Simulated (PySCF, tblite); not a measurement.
Compound: C6H5FSi.
SMILES: `C#CC1=C[SiH2]C=C1F`

The calculation used wB97X-D/def2-SVPD in PySCF (dipole) on a GFN2-xTB geometry, gas phase.

Masses are those of the commonest isotopes; rigid-rotor values at the optimised geometry. 

Q: What are A, B and C (cm⁻¹)?

A: Ia = 162.06, Ib = 368.65, Ic = 524.70 u·Å²; 505379 MHz·u·Å²/I gives 3118, 1371 and 963.2 MHz, that is A = 0.10402, B = 0.04573, C = 0.03213 cm⁻¹.

Q: Classify the top.

A: An asymmetric top. Ray's parameter κ = (2B − A − C)/(A − C) = -0.622; −1 is the prolate and +1 the oblate limit.

Q: Is it planar, by Δ = Ic − Ia − Ib?

A: Not planar: Δ = Ic − Ia − Ib = -6.01 u·Å². For a rigid frame Δ = −2 Σ m c², so Σ m c² = 3.01 u·Å² lies off the ab plane, practically all of it from hydrogen. The atom farthest from that plane is 1.22 Å away.

Q: Give the other two planar moments, Paa and Pbb, and the rms extents of the mass along the axes.

A: Paa = Σ m a² = (Ib + Ic − Ia)/2 = 365.64 and Pbb = Σ m b² = (Ia + Ic − Ib)/2 = 159.06 u·Å². With the mass M = 124.01 u, the rms extents √(P/M) along a, b and c are 1.72, 1.13, 0.16 Å.

Q: Give the coordinates in the principal-axis frame, origin at the centre of mass.

A: The sense of each axis is arbitrary; atoms in the order of the calculation.
```json
{"atom": "C1", "mass (u)": "12.000", "a (Å)": "3.083", "b (Å)": "-0.944", "c (Å)": "0.000"}
{"atom": "C2", "mass (u)": "12.000", "a (Å)": "1.898", "b (Å)": "-0.741", "c (Å)": "0.000"}
{"atom": "C3", "mass (u)": "12.000", "a (Å)": "0.516", "b (Å)": "-0.470", "c (Å)": "0.000"}
{"atom": "C4", "mass (u)": "12.000", "a (Å)": "-0.465", "b (Å)": "-1.396", "c (Å)": "0.000"}
{"atom": "Si5", "mass (u)": "27.977", "a (Å)": "-2.143", "b (Å)": "-0.541", "c (Å)": "0.000"}
{"atom": "C6", "mass (u)": "12.000", "a (Å)": "-1.278", "b (Å)": "1.131", "c (Å)": "0.000"}
{"atom": "C7", "mass (u)": "12.000", "a (Å)": "0.037", "b (Å)": "0.919", "c (Å)": "0.000"}
{"atom": "F8", "mass (u)": "18.998", "a (Å)": "0.955", "b (Å)": "1.905", "c (Å)": "0.000"}
{"atom": "H9", "mass (u)": "1.008", "a (Å)": "4.115", "b (Å)": "-1.134", "c (Å)": "0.000"}
{"atom": "H10", "mass (u)": "1.008", "a (Å)": "-0.240", "b (Å)": "-2.449", "c (Å)": "-0.001"}
{"atom": "H11", "mass (u)": "1.008", "a (Å)": "-2.909", "b (Å)": "-0.783", "c (Å)": "1.222"}
{"atom": "H12", "mass (u)": "1.008", "a (Å)": "-2.911", "b (Å)": "-0.782", "c (Å)": "-1.221"}
{"atom": "H13", "mass (u)": "1.008", "a (Å)": "-1.694", "b (Å)": "2.122", "c (Å)": "-0.001"}
```

Q: List the rotational levels J(Ka,Kc) to J = 2 (K).

A: Above 0(0,0), as E/k:
J = 1: 1(0,1) 0.112, 1(1,1) 0.196, 1(1,0) 0.215
J = 2: 2(0,2) 0.333, 2(1,2) 0.400, 2(1,1) 0.459, 2(2,1) 0.711, 2(2,0) 0.714
Those of J = 1 are B + C, A + C and A + B.

Q: Predict some low-J microwave lines.

A: The dipole components are |μa| = 0.98 D, |μb| = 1.28 D, |μc| = 0.00 D; the mirror of this Cs structure is the ab plane, so μc vanishes by symmetry and there are no c-type lines. The squared components, which scale the intensities, stand as 0.58 : 1.00 (a : b). Some lines, for components of 0.1 D or more:

| type | branch | J(Ka,Kc) | MHz | lower level (cm⁻¹) |
| --- | --- | --- | --- | --- |
| a | Q | 3(2,1) ← 3(2,2) | 307 | 0.728 |
| b | R | 4(2,2) ← 3(3,1) | 359 | 1.054 |
| b | Q | 1(1,0) ← 1(0,1) | 2155 | 0.078 |
| a | Q | 3(1,2) ← 3(1,3) | 2440 | 0.490 |
| b | R | 2(0,2) ← 1(1,1) | 2857 | 0.136 |
| a | Q | 4(1,3) ← 4(1,4) | 4034 | 0.771 |
| b | R | 4(1,3) ← 3(2,2) | 5331 | 0.728 |
| b | R | 3(0,3) ← 2(1,2) | 5355 | 0.278 |
| a | R | 3(0,3) ← 2(0,2) | 6758 | 0.231 |
| a | R | 3(2,1) ← 2(2,0) | 7246 | 0.496 |
| a | R | 4(0,4) ← 3(0,3) | 8777 | 0.457 |
| b | R | 4(1,4) ← 3(0,3) | 9409 | 0.457 |
| a | R | 4(3,2) ← 3(3,1) | 9447 | 1.054 |
| a | R | 4(3,1) ← 3(3,0) | 9483 | 1.054 |
| b | Q | 3(3,1) ← 3(2,2) | 9794 | 0.728 |
| a | R | 4(2,2) ← 3(2,1) | 9845 | 0.738 |
| b | R | 4(2,3) ← 3(1,2) | 13961 | 0.572 |
| b | R | 3(3,0) ← 2(2,1) | 16802 | 0.494 |

Q: Estimate the classical rotational partition function at 25 K, 100 K and 500 K.

A: Point group Cs, symmetry number σ = 1; q = (√π/σ)·√((kT/h)³/(ABC)), k/h = 20836.6 MHz/K: 10400 at 25 K, 83100 at 100 K, 929000 at 500 K.

Its GFN2-xTB frequencies are all real (lowest 107 cm⁻¹). Zero-point vibration and centrifugal distortion are left out.
